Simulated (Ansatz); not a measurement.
`[NH2][Ge][SH]` + H₂ → `[SH][GeH]` + NH₃ at 298.15 K and 1 bar (hydrogenolysis of a Ge–N bond).

Computed with Ansatz on PBE0-D4/def2-TZVP structures; ΔE is electronic, products minus reactants. CCSD(T)/CBS is the MP2 limit (def2-TZVPP, def2-QZVPP) plus CCSD(T) − MP2 in def2-TZVPP, frozen cores. This one scheme is used for every species. For Ge outer-core shells are correlated without core-valence functions, which leaves a few kJ/mol of doubt a bond. Scalar relativity is left out up to krypton. One conformer a species, not always the lowest.

| species | CCSD(T)/CBS energy (Eh) | H − E (kJ/mol) | S (J/(mol·K)) |
| --- | --- | --- | --- |
| `[NH2][Ge][SH]` | -2530.43678 | 108.2 | 305.9 |
| H₂ | -1.17544 | 35.1 | 130.4 |
| `[SH][GeH]` | -2475.08182 | 53.3 | 270.6 |
| NH₃ | -56.50880 | 100.5 | 192.4 |

H − E and S are ideal-gas, rigid-rotor, harmonic terms from PBE0-D4/def2-TZVP, for one conformer and one mirror image of each species. The MP2-based limit puts H₂ 0.8 mEh under its directly extrapolated value; such offsets cancel only in part. 1 Eh = 2625.50 kJ/mol, R = 8.31446 J/(mol·K).

Question: By hand: ΔE, ΔH, ΔS and ΔG.

Answer: ΔE = (-2475.08182) + (-56.50880) − (-2530.43678) − (-1.17544) = 0.02160 Eh = 56.7 kJ/mol. Δ(H − E) = 53.3 + 100.5 − 108.2 − 35.1 = 10.5, so ΔH = 67.2 kJ/mol. ΔS = 270.6 + 192.4 − 305.9 − 130.4 = 26.7 J/(mol·K). ΔG = 67.2 − 298.15 × (26.7)/1000 = 59.2 kJ/mol.

Question: By hand: the equilibrium constant, and the temperature at which ΔG would vanish if ΔH and ΔS stayed fixed.

Answer: log₁₀ K = −ΔG/(RT ln 10) = -10.4. ΔG = 0 at ΔH/ΔS = 2517 K, far beyond where these terms or the molecules hold.

ΔH outweighs TΔS. A doubt of 5 kJ/mol in ΔE shifts log₁₀ K by 0.9 here. Other conformers and mirror images would add mixing entropy, several J/(mol·K) or more a flexible species. These are equilibria of isolated gas molecules and say nothing of rates. Largest T1 diagnostic: 0.015 (customary marks: 0.02 for closed shells, 0.045 for open ones).
